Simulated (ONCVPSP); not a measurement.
## Ag (Z = 47): one change to an ONCV potential, before and after

ONCVPSP 4.0.1 input, shortened (lines: element, Z, core and valence counts, functional; n l f; lmax; l rc ep ncon nbas qcut; lloc lpopt rc5 dvloc0; l nproj debl; icmod fcfact rcfact), PBE, scalar-relativistic:

```
  Ag 47.00    6    4        4      upf
    1    0    2.00
    2    0    2.00
    2    1    6.00
    3    0    2.00
    3    1    6.00
    3    2   10.00
    4    0    2.00
    4    1    6.00
    4    2   10.00
    5    0    1.00
    2
    0    1.25    0.00    4    7    9.10
    1    1.45    0.00    4    8   10.40
    2    1.75    0.00    4    9    8.40
    4    5    0.80    0.00
    0    2    1.10
    1    1    3.70
    2    3    2.20
    1    0.40    0.00
```

Change: s: rc 1.54.

Cutoffs: the cutoffs (Ha) at which the residual kinetic energy of the hardest occupied pseudo-wave falls to 1 and 0.1 mHa per electron; they do not see the model core or the augmentation charge, which bear on the density cutoff. Errors are all-electron minus pseudo energies relative to the spin-unpolarised reference configuration.

Question: What does the change do?

Answer: The potential gets neither clearly harder nor softer (34 Ha and 39 Ha → 30 Ha and 39 Ha); the p channel sets the loose cutoff, while the largest relative change is in s, which becomes softer; the lowest positive-energy flag moves from s at 84.9 eV to s at 48.6 eV; of the 4 tests that both files solve, the error grows in 1 and shrinks in 0 by more than 15 % and 0.3 meV (median size 1.8 → 2.2 meV); neither file shows a bound ghost.

| quantity | base | changed |
| --- | --- | --- |
| cutoff, loose | 34 Ha | 30 Ha |
| cutoff, tight | 39 Ha | 39 Ha |
| loose cutoff by channel | s 34 Ha, p 30 Ha, d 26 Ha | s 27 Ha, p 30 Ha, d 26 Ha |
| bound ghosts | none | none |
| GHOST(+) flags under 300 eV | s at 84.9 eV | s at 48.6 eV |
| error for 4s2 4p6 4d10 5s0, meV [ΔE 7.76 eV] | -0.9 | -1.4 |
| error for 4s2 4p6 4d9 5s0, meV [ΔE 29.87 eV] | -2.7 | -3.0 |
| error for 4s2 4p6 4d8 5s0, meV [ΔE 66.06 eV] | +8.1 | +8.0 |
| error for 4s2 4p6 4d10 5s0.5, meV [ΔE 3.02 eV] | -0.4 | -0.6 |
| p: phases at 1.47 bohr within 0.05 rad from the reference energy up to (Ha; the scan ends near 5) | 0.6 | 0.6 |
| d: phases at 1.77 bohr within 0.05 rad from the reference energy up to (Ha; the scan ends near 5) | to the end of the scan | to the end of the scan |
| rms error of d²Exc/dni dnj with the model core, mHa | 0.42 | 1.29 |
